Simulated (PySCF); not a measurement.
Vibration and rotation of KBr⁺

UHF-CCSD(T) constants of KBr⁺, ²Π (doublet), unpaired electrons π ↑ (basis K x2c-SVPall, Br x2c-SVPall; spin-free X2C with a Gaussian nucleus; PySCF 2.14; masses 38.9637 and 78.9183 u):

* ωe: 83.9 cm⁻¹
* ωexe: 0.818 cm⁻¹
* Be: 0.053541 cm⁻¹
* αe: 0.000624 cm⁻¹
* D (centrifugal): 8.72e-08 cm⁻¹
* De to K⁺ + Br: 0.276 eV

Give the vibrational terms G(v) and spacings up to v = 6.

G(v) = ωe(v+½) − ωexe(v+½)².

```tsv
v	G(v) (cm⁻¹)	G(v) − G(v−1)	Bv (cm⁻¹)
0	41.7		0.05323
1	124.0	82.3	0.05260
2	204.6	80.6	0.05198
3	283.6	79.0	0.05136
4	361.0	77.4	0.05073
5	436.7	75.7	0.05011
6	510.8	74.1	0.04949
```

How well does the Morse estimate ωe²/(4ωexe) reproduce De, and what is D0?

It gives 0.267 eV, 97 % of the computed De. D0 = De − G(0) = 0.276 − 0.005 = 0.271 eV.

Correlated steps freeze 14 core orbitals. The bond is weak. Basis-set superposition, not corrected here, can be much of De in a small basis, most of all at correlated wavefunction levels. Spin–orbit coupling is left out. For an ion De counts to the pair picked by the measured ionisation energies or electron affinities, which need not be the lowest pair at this level. The state is the lowest determinant that a PBE0 search found; another state may lie lower at other levels.
